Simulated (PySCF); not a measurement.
Isomers of C7H5F5O. Method: PySCF 2.14.0, PBE0-D3(BJ)/def2-SVP geometry optimisation, gas phase. One conformer each; no zero-point energy, no entropy. No frequencies were run at this level. Point groups hold within 0.08 Å.

Question: Order them by energy at this level, lowest first, and give relative energies in kcal/mol.
A. `[F:1][C:2]([F:3])([F:4])[C:5]([F:6])([F:7])[CH:8]1[CH:9]=[CH:10][O:11][CH:12]=[CH:13]1` with C2–C5–C8–C9 -63°
B. `[CH:1]#[C:2][C@H:3]([CH3:4])[C:5](=[O:6])[C:7]([F:8])([F:9])[C:10]([F:11])([F:12])[F:13]` with C2–C3–C5–O6 107°, C3–C5–C7–F8 17°
C. `[F:1][C:2]1=[C:3]([O:4][CH:5]([F:6])[F:7])[CH:8]=[CH:9][C:10]([F:11])([F:12])[CH2:13]1` with C2–C3–O4–C5 27°, C3–O4–C5–F6 175°, C2–C3–C8–C9 8°, C8–C9–C10–F11 -150°, C9–C10–C13–C2 36°, F1–C2–C13–C10 159°

Answer: A (0.0), C (3.4), B (34.9).

As drawn, the lowest has a C=C bond outside aromatic rings, which the highest lacks; the highest has a C=O bond and a C≡C bond, which the lowest lacks.

```json
{"SMILES": "FC(F)(F)C(F)(F)C1C=COC=C1", "E (Eh)": "-842.68448", "E rel (kcal/mol)": "0.0", "dipole (D)": "2.02", "point group": "–", "A, B, C (MHz)": "1353, 642.8, 624.9"}
{"SMILES": "FC1=C(OC(F)F)C=CC(F)(F)C1", "E (Eh)": "-842.67912", "E rel (kcal/mol)": "3.4", "dipole (D)": "0.53", "point group": "C1", "A, B, C (MHz)": "1903, 420.2, 386.5"}
{"SMILES": "C#C[C@H](C)C(=O)C(F)(F)C(F)(F)F", "E (Eh)": "-842.62890", "E rel (kcal/mol)": "34.9", "dipole (D)": "2.24", "point group": "C1", "A, B, C (MHz)": "1310, 595.7, 537.4"}
```
